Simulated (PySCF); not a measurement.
C₂H₉NOSi₂, SMILES [SiH3]/N=C\CO[SiH3]. Coordinates come from a PBE-D3(BJ)/def2-SVP optimisation. The structure was generated by enumeration; whether it is a known compound was not checked. Other conformers were not sampled.

Computed equilibrium geometry at PBE-D3(BJ)/def2-SVP (PySCF confirms it by a frequency run) as a Z-matrix (one conformer of several):
```
C
O 1 1.4135
H 1 1.1155 2 107.49
H 1 1.1168 3 106.41 2 -120.87
C 1 1.5221 3 107.33 4 -118.03
N 5 1.2729 1 128.38 3 87.18
H 5 1.1206 6 119.28 1 177.96
Si 2 1.6887 1 122.25 3 -164.21
Si 6 1.7593 5 132.67 7 179.74
H 8 1.4964 2 105.67 1 176.53
H 9 1.5010 6 106.85 5 129.93
H 9 1.5024 11 109.48 6 -114.94
H 8 1.5073 10 110.32 2 -120.77
H 8 1.5081 10 110.88 13 -119.99
H 9 1.5156 11 108.25 12 -117.71
```
Charge 0, spin multiplicity 1.
